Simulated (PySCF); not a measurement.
C7H3F3O3.
Atom-mapped SMILES: `[O:1]=[C:2]1[CH:3]=[CH:4][C:5](=[O:6])[C:7]([O:8][C:9]([F:10])([F:11])[F:12])=[CH:13]1`

Geometry (GFN2-xTB, Å), atoms numbered from 1 in this order:
```
atom  x, y, z in Å
O1    -1.6019    2.3648    1.0777
C2    -1.3306    1.2633    0.6538
C3    -2.3581    0.2198    0.4594
C4    -2.0638   -0.9932   -0.0107
C5    -0.6948   -1.3957   -0.3734
O6    -0.4169   -2.4899   -0.7986
C7     0.3435   -0.3305   -0.1724
O8     1.5942   -0.7860   -0.5374
C9     2.6608    0.0004   -0.4335
F10    3.7261   -0.6686   -0.8387
F11    2.5803    1.1134   -1.1767
F12    2.9010    0.4132    0.8194
C13    0.0505    0.8861    0.2988
H14   -3.3673    0.5038    0.7227
H15   -2.8184   -1.7546   -0.1499
H16    0.7879    1.6625    0.4481
```

Probes without a nucleus sit at each ring's centroid and 1 Å off its mean plane on both sides; NICS is minus the shielding there, NICSzz its component along the normal. Level: GIAO PBE0/pcSseg-1 (PySCF, non-relativistic, gas phase) on the GFN2-xTB geometry, one conformer.

Ring bond lengths (Å), with Mayer bond orders in brackets: C2–C3 1.477 (1.05), C3–C4 1.334 (1.74), C4–C5 1.472 (1.07), C5–C7 1.501 (0.95), C7–C13 1.337 (1.65), C13–C2 1.475 (1.06).

Give the NICS values of each ring in ppm.

```csv
ring,type,NICS(0),"NICS(1), two faces","NICS(1)zz, two faces",rms pucker (Å),"centre to ring atoms, mean (Å)"
C2–C3–C4–C5–C7–C13,"6-membered carbocycle; formal bonds 2 double, 4 single",7.0,0.0 / 0.0,3.5 / 3.5,0.00,1.43
```

What do they say, and how far can they be read as aromaticity?

- C2–C3–C4–C5–C7–C13: mean NICS(1)zz 3.5 ppm, deshielded. That is too small in size for a clear verdict by the NICS criterion. NICS(0) lies 7 ppm above the mean NICS(1).

What does the geometric index give? HOMA = 1 − mean of α(R − Ropt)² over the ring bonds, with Krygowski's 1993 parameters (CC: Ropt 1.388 Å, α 257.7 Å⁻²).

- C2–C3–C4–C5–C7–C13: HOMA -0.76 = 1 − EN − GEO, with mean bond length 1.433 Å, EN = α(Ropt − mean)² = 0.516 and GEO = α × variance = 1.243. The geometric and the magnetic index point the same way.

What is the mean of the two in-plane components of NICS at the first NICS(1) probe listed for ring C2–C3–C4–C5–C7–C13, 1 Å off the ring?

The isotropic value is a third of the trace: (3 × 0.0 − (3.5))/2 = -1.8 ppm.

List the ring angles and the Hirshfeld charges of the ring atoms.

- C2–C3–C4–C5–C7–C13: C2 116.0° (+0.148 e), C3 122.4° (-0.025 e), C4 122.7° (-0.031 e), C5 114.6° (+0.145 e), C7 122.8° (+0.078 e), C13 121.5° (-0.073 e); sum 720.0° against 720° for a flat convex ring.

What are the shieldings of the ring atoms and their hydrogens in the same run (means over atoms taken as equivalent)?

| atoms | environment | σ isotropic (ppm) | principal values of the symmetric part, first atom (ppm) |
| --- | --- | --- | --- |
| C2 | ketone carbonyl carbon | -4.5 | -90.3, -33.3, 110.1 |
| C3 | alkene CH carbon | 44.6 | -71.7, 67.6, 138.0 |
| C4 | alkene CH carbon | 46.4 | -65.1, 63.8, 140.5 |
| C5 | ketone carbonyl carbon | 2.8 | -91.3, -5.5, 105.3 |
| C7 | vinylic carbon bearing oxygen | 30.9 | -73.5, 63.2, 103.1 |
| C13 | alkene CH carbon | 66.2 | -19.0, 78.7, 138.8 |
| H14 | vinylic hydrogen | 24.87 | 22.9, 23.5, 28.2 |
| H15 | vinylic hydrogen | 24.82 | 23.0, 23.4, 28.0 |
| H16 | vinylic hydrogen | 25.08 | 21.5, 22.4, 31.3 |
